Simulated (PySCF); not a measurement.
C3H8FNSi.
Numbering: `[F:1][C@@H:2]1[CH2:3][NH:4][SiH2:5][CH2:6]1` (hydrogens: H7 on C2; H8, H9 on C3; H10 on N4; H11, H12 on Si5; H13, H14 on C6)

Computed by this run: PySCF 2.14.0, PBE0-D3(BJ)/def2-SVP geometry optimisation, gas phase; density fitting, grid level 1; the optimiser is geomeTRIC in internal coordinates, started from a GFN2-xTB structure with every atom displaced at random (about 0.01 Å).

Step 0: E = -15307.0731 eV
```
atom  x, y, z in Å  |  force x, y, z in eV/Å
F1     -1.5187    0.3244    1.3147    0.076   0.148  -0.055
C2     -1.2490    0.2596   -0.0482    0.643  -0.275   0.714
C3     -0.6555   -1.1136   -0.3278    1.992   0.960   0.948
N4      0.8224   -1.0138   -0.0988   -2.156  -0.602  -0.383
Si5     1.4276    0.5502    0.1057   -0.806   0.677   0.258
C6     -0.2326    1.3440   -0.3977   -0.130  -0.244   0.034
H7     -2.1977    0.3840   -0.5549   -0.613   0.126  -0.382
H8     -1.0779   -1.8396    0.3536   -0.496  -0.401   0.347
H9     -0.8589   -1.4034   -1.3328   -0.341  -0.444  -1.347
H10     1.2595   -1.8943    0.0293    0.588  -0.750   0.151
H11     2.4975    0.8264   -0.8284    0.853   0.381  -0.454
H12     1.8192    0.9004    1.4960    0.217   0.154   0.140
H13    -0.2980    1.5437   -1.4778    0.220   0.021  -0.071
H14    -0.5009    2.2645    0.1251   -0.047   0.249   0.100
```

Step 1: E = -15307.2180 eV
```
atom  x, y, z in Å  |  force x, y, z in eV/Å
F1     -1.4407    0.3054    1.3424   -0.018   0.046   0.117
C2     -1.2411    0.2452   -0.0233   -0.293   0.037  -0.153
C3     -0.6294   -1.1060   -0.3555   -0.233  -0.408   0.217
N4      0.7455   -1.0591    0.1049   -0.037  -0.003  -0.591
Si5     1.3928    0.5470    0.1125    0.342   0.370  -0.029
C6     -0.2504    1.3340   -0.4007   -0.080   0.053   0.232
H7     -2.2364    0.3754   -0.4959    0.189  -0.063  -0.009
H8     -1.1827   -1.8741    0.2123   -0.111  -0.005  -0.090
H9     -0.7933   -1.3327   -1.4409    0.283   0.132   0.267
H10     1.2467   -1.9369    0.1297    0.000   0.055   0.040
H11     2.4696    0.9157   -0.8810   -0.097  -0.234   0.047
H12     1.9439    0.9348    1.4453   -0.042   0.040   0.048
H13    -0.2647    1.5066   -1.4864    0.048  -0.022  -0.085
H14    -0.5229    2.2773    0.0947    0.050   0.001  -0.011
```

Question: Estimate the geometry and energy of step 2. (The exact step hangs on the optimiser's Hessian estimate; all steps are aligned on step 1, rigid shifts and turns removed.)

Answer: E = -15307.2534 eV, largest force 0.290 eV/Å
```
atom  x, y, z in Å  |  force x, y, z in eV/Å
F1     -1.4712    0.3156    1.3458   -0.020  -0.005  -0.005
C2     -1.2522    0.2423   -0.0189   -0.011   0.054  -0.015
C3     -0.6392   -1.1160   -0.3388   -0.012   0.062   0.061
N4      0.7438   -1.0428    0.0797    0.112  -0.190  -0.188
Si5     1.4033    0.5601    0.1128   -0.027   0.108   0.015
C6     -0.2526    1.3363   -0.3876   -0.074  -0.039   0.073
H7     -2.2332    0.3644   -0.5115    0.033   0.015  -0.021
H8     -1.1989   -1.8919    0.2126    0.017   0.026   0.012
H9     -0.7703   -1.3309   -1.4220    0.003   0.046   0.041
H10     1.2539   -1.9147    0.0993    0.028   0.001   0.047
H11     2.4798    0.8743   -0.8871   -0.023  -0.095   0.000
H12     1.9537    0.9496    1.4479   -0.037   0.030   0.005
H13    -0.2580    1.5037   -1.4766    0.014  -0.003  -0.018
H14    -0.5218    2.2828    0.1024   -0.003  -0.009  -0.008
```

The energy changes by -0.0354 eV. The first-order estimate −F·Δx gives -0.0639 eV and the mean of the old and new forces, exact on a quadratic surface, -0.0357 eV. The step makes an angle of 55° with the force vector and moves no atom by more than 0.043 Å.

What follows is the cost of the whole optimisation. Time: 68 s of wall time; peak memory 0.52 GiB. Hardware: one thread of an Arm Neoverse V1 (shared host).
